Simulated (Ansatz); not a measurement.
Species: C3H7N, SMILES `C/C=C/N` (charge 0, multiplicity 1).

Q: Give a relaxed geometry from PBE0-D3(BJ)/def2-TZVP (Ansatz, a first-principles code).

A: This is not unique; one that fits is the end point of this relaxation, one of several conformers (outside a Z-matrix the atoms follow the SMILES, hydrogens last).
Bonded distances (Å): C1–C2 1.491, C1–H5 1.096, C1–H6 1.093, C1–H7 1.095, C2–C3 1.332, C2–H8 1.089, C3–N4 1.389, C3–H9 1.088, N4–H10 1.009, N4–H11 1.007. Bond angles (°): C2–C1–H5 111.9, C2–C1–H6 111.1, C2–C1–H7 111.8, H5–C1–H6 107.5, H5–C1–H7 106.7, H6–C1–H7 107.7, C1–C2–C3 123.9, C1–C2–H8 117.3, C3–C2–H8 118.8, C2–C3–N4 126.6, C2–C3–H9 119.6, N4–C3–H9 113.7, C3–N4–H10 114.5, C3–N4–H11 114.7, H10–N4–H11 111.4.
